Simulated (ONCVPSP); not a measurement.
**Configuration tests for magnesium (Mg) (ONCV)**

```
Element                 : magnesium (Mg)
Generator               : ONCVPSP 4.0.1
Type                    : optimised norm-conserving Vanderbilt (ONCV)
Functional              : LDA (Perdew-Zunger)
Relativity              : scalar-relativistic
Frozen core             : [He]
Valence charge          : 10
Reference configuration : 2s2 2p6 3s2
Partial waves           : 2s+3s: rc 1.15 bohr, ncon 4, nbas 7, qcut 13.1 1/bohr, 2 projectors; 2p: rc 1.25 bohr, ncon 4, nbas 8, qcut 12.8 1/bohr, 2 projectors, debl 3.3 Ha
Local potential         : polynomial inside 0.80 bohr (lpopt 3, dvloc0 1 Ha)
Core correction         : Teter function, fcfact 4.75, rcfact 1.3
```

Energies are relative to the spin-unpolarised reference configuration 2s2 2p6 3s2; without spin polarisation the order of configurations can differ from experiment.

```tsv
valence configuration	charge	ΔE all-electron (eV)	error AE − PS (meV)
2s2 2p6 3s1	+1	8.074	-0.2
2s2 2p6 3s0	+2	23.122	-1.6
2s2 2p6 3s1 3p1	0	3.523	-0.2
```

Task: What are ΔE and the potential's error for 2s2 2p6 3s1.5?

Result: ΔE = 3.192 eV all-electron; the error (AE − PS) is -0.1 meV.

Levels in the configuration 2s2 2p6 3s1 3p1:

```tsv
level	all-electron (eV)	pseudo (eV)
2s	-81.347	-81.362
2p	-48.761	-48.776
3s	-5.770	-5.770
3p	-2.129	-2.129
```
